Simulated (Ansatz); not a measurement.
Ideal-gas functions of F$_{3}$HNTa (`[NH]=[Ta]([F])([F])[F]`) at 298.15 K and 1 bar, from an Ansatz frequency run at PBE0-D4/def2-TZVP.

Molar mass 252.96 g/mol, point group C3v (symmetry number 3), electronic degeneracy 1, moments of inertia 160.582, 160.602, 180.412 u Å². Harmonic wavenumbers (cm⁻¹, unscaled): 167, 167, 201, 253, 253, 547, 547, 678, 678, 684, 1033, 3693.

Use S(trans) = R[1.5 ln M + 2.5 ln T − 1.1517]; rotational temperatures θ = 24.2544 K / I; S(rot) = R[ln(√π/σ · √(T³/θAθBθC)) + 1.5]; for each mode x = 1.438777 ν̃/T, S = R[x/(eˣ − 1) − ln(1 − e⁻ˣ)] and H = RT x/(eˣ − 1); 1 cm⁻¹ = 0.0119627 kJ/mol; R = 8.31446 J/(mol·K).

Question: By hand: the entropy, in J/(mol·K).

Answer: Translation 177.9. Rotation: θ = 0.151, 0.151, 0.1344 K, giving 103.2. Vibration, mode by mode: 10.33, 10.33, 8.89, 7.15, 7.15, 2.30, 2.30, 1.39, 1.39, 1.36, 0.34, 0.00, in all 53.0. Electronic 0.0. Sum 334.1 J/(mol·K).

Question: By hand: H − E and G − E in kJ/mol, counted from the electronic energy.

Answer: Zero-point energy ½ × 8901 × 0.0119627 = 53.2; thermal vibration 9.3; translation, rotation and pV give 4 RT = 9.9. H − E = 72.4 kJ/mol, and G − E = 72.4 − 298.15 × 334.1/1000 = -27.2 kJ/mol.

Vibration gives 16 % of the entropy. The sum counts one conformer and one mirror image; others add a mixing term.
